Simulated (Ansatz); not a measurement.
`C#CC(=O)[SiH3]` and `O=[C]([SiH3])[SnH3]` differ in one atom or group.

Ansatz, PBE0-D4/def2-TZVP geometries, multiplicity 1. 

Elements past krypton have def2 core potentials.

```tsv
property	`C#CC(=O)[SiH3]`
size of the dipole moment (B3LYP/def2-TZVPP) / D	2.82
HOMO–LUMO gap (ωB97M-V/def2-TZVPP) / eV	9.75
HOMO energy (B3LYP/def2-TZVPP) / eV	-7.26
HOMO–LUMO gap (PBE0/def2-TZVPP) / eV	5.17
LUMO energy (B3LYP/def2-TZVPP) / eV	-2.53
HOMO–LUMO gap (PBE/def2-TZVPP) / eV	2.62
```

Task: Give the same properties after the change, and the shifts. (Best estimate.)

Result: Ansatz gave: 
```tsv
property	`O=[C]([SiH3])[SnH3]`	shift
size of the dipole moment (B3LYP/def2-TZVPP) / D	1.73	-1.09
HOMO–LUMO gap (ωB97M-V/def2-TZVPP) / eV	8.74	-1.01
HOMO energy (B3LYP/def2-TZVPP) / eV	-6.13	1.13
HOMO–LUMO gap (PBE0/def2-TZVPP) / eV	4.41	-0.76
LUMO energy (B3LYP/def2-TZVPP) / eV	-2.13	0.40
HOMO–LUMO gap (PBE/def2-TZVPP) / eV	2.15	-0.47
```

With PBE0 the HOMO rises by 1.19 eV and the LUMO rises by 0.43 eV, so the gap narrows by about 0.76 eV. PBE moves the HOMO by 0.78 eV and ωB97M-V by 1.48 eV. Dipoles are sizes alone; their direction can turn.

B3LYP here is the variant with VWN-RPA as its local correlation; programs differ in this.
